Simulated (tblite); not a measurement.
Compound: C₅H₁₁FSSi₂.
SMILES with atom numbers: `[CH3:1][C:2]#[C:3][Si@H:4]([CH2:5][S:6][CH3:7])[SiH2:8][F:9]` (hydrogens: H10, H11, H12 on C1; H13 on Si4; H14, H15 on C5; H16, H17, H18 on C7; H19, H20 on Si8)

Computed with GFN2-xTB (tblite), gas phase: L-BFGS steps from a force-field or distance-geometry start until the largest atomic force falls under 0.01 eV/Å.

Step 0: E = -753.9138 eV
```
atom  x, y, z in Å  |  force x, y, z in eV/Å
C1      2.9643    2.5753   -0.3572   -1.447  -0.153   0.747
C2      1.9710    1.4888   -0.3264    0.297  -0.283  -0.116
C3      1.1719    0.5761   -0.2913    0.485   0.805  -0.096
Si4    -0.0516   -0.7927   -0.2585    0.887   0.004  -0.309
C5     -1.1086   -0.5506    1.2763   -0.238  -1.136  -0.371
S6     -2.1339    0.9026    1.0012   -0.262   1.439   0.823
C7     -3.3367    0.6127   -0.3080   -0.791  -1.321  -0.907
Si8     1.0436   -2.7571    0.0065    0.411  -0.327  -0.920
F9      1.4824   -3.3556   -1.5096   -0.396   0.446   1.704
H10     2.5578    3.2932   -1.1030    0.678  -0.208   0.565
H11     2.9228    2.9988    0.6899    0.350  -0.082  -1.189
H12     3.9651    2.2109   -0.6029   -0.334   0.170   0.019
H13    -0.8308   -0.7897   -1.4684   -0.465   0.201  -0.531
H14    -1.7646   -1.4480    1.3472    0.316   0.626   0.590
H15    -0.4566   -0.4065    2.1635   -0.956   0.039  -0.457
H16    -4.1183   -0.1386    0.0196    0.701   0.912  -0.157
H17    -3.8302    1.5651   -0.6140    0.598  -0.746   0.575
H18    -2.8454    0.1627   -1.1990   -0.211   0.442   0.495
H19     2.2383   -2.4721    0.8010    0.105  -0.424  -0.247
H20     0.1547   -3.6647    0.7299    0.273  -0.406  -0.218
```

Question: Estimate the geometry and energy of step 1. (The exact step hangs on the optimiser's Hessian estimate; all steps are aligned on step 0, rigid shifts and turns removed.)

Answer: E = -754.1728 eV, largest force 1.120 eV/Å
```
atom  x, y, z in Å  |  force x, y, z in eV/Å
C1      2.9436    2.5731   -0.3465   -0.399  -0.286   0.126
C2      1.9752    1.4847   -0.3280    0.847   0.532  -0.085
C3      1.1788    0.5876   -0.2927   -0.525  -0.373  -0.059
Si4    -0.0389   -0.7926   -0.2629    0.620   0.082  -0.368
C5     -1.1120   -0.5668    1.2710   -0.052  -0.129  -0.452
S6     -2.1377    0.9232    1.0129   -0.281   0.637   0.379
C7     -3.3480    0.5938   -0.3209   -0.151  -0.332  -0.171
Si8     1.0495   -2.7617   -0.0067    0.188  -0.143  -0.250
F9      1.4767   -3.3492   -1.4852   -0.210   0.193   1.083
H10     2.5675    3.2903   -1.0949    0.457  -0.058   0.398
H11     2.9278    2.9977    0.6729    0.224   0.109  -0.563
H12     3.9603    2.2133   -0.6027   -0.651   0.241   0.121
H13    -0.8375   -0.7868   -1.4760   -0.297   0.200  -0.326
H14    -1.7601   -1.4391    1.3557   -0.056   0.169   0.539
H15    -0.4703   -0.4059    2.1570   -0.800  -0.006  -0.364
H16    -4.1083   -0.1256    0.0173    0.210   0.359   0.024
H17    -3.8216    1.5544   -0.6058    0.417  -0.604   0.419
H18    -2.8484    0.1690   -1.1919    0.033   0.153   0.077
H19     2.2398   -2.4782    0.7975    0.099  -0.424  -0.251
H20     0.1586   -3.6705    0.7268    0.327  -0.321  -0.277
```

The energy changes by -0.2590 eV. The first-order estimate −F·Δx gives -0.3594 eV and the mean of the old and new forces, exact on a quadratic surface, -0.2579 eV. The step makes an angle of 0° with the force vector and moves no atom by more than 0.026 Å.

What follows is the cost of the whole relaxation. On an Arm Neoverse N1 with one thread, shared host with 64 logical CPUs at a one-minute load of 54, this took 2.4 s wall.
